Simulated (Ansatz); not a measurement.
[In(OH)4]- (InO₄H₄⁻) was relaxed with PBE0-D4 (def2-SVPD) in Ansatz in these states: charge -1 singlet, neutral doublet. The geometries follow in no particular order.

In the def2 sets In takes a core potential; there is no spin–orbit coupling.

A:

```xyz
9

In   -0.001    0.001    0.000
O     1.264   -0.420   -1.586
H     1.839    0.340   -1.713
O    -1.884   -0.604   -0.614
H    -1.835   -0.807   -1.553
O     0.269    2.013    0.412
H     0.342    2.109    1.366
O     0.349   -0.986    1.787
H    -0.343   -1.644    1.900
```

B:

```xyz
9

In   -0.3709    0.2727   -0.1327
O    -0.4751   -0.6219   -1.9182
H    -1.1639   -0.2903   -2.5019
O     0.2425   -1.2009    1.2916
H     0.6465   -1.9771    0.8778
O    -1.5244    1.7446    0.5534
H    -1.2805    2.0199    1.4431
O     1.6879    0.3377    0.4421
H     2.2379   -0.2848   -0.0552
```

**Question.** Judge from the bond lengths which geometry belongs to which state (an estimate).

**Answer.** A is the charge -1 singlet (In1–O6 2.071 Å, In1–O2 2.071 Å, In1–O4 2.071 Å); B is the neutral doublet (In1–O6 1.992 Å, In1–O2 2.000 Å, In1–O4 2.139 Å).
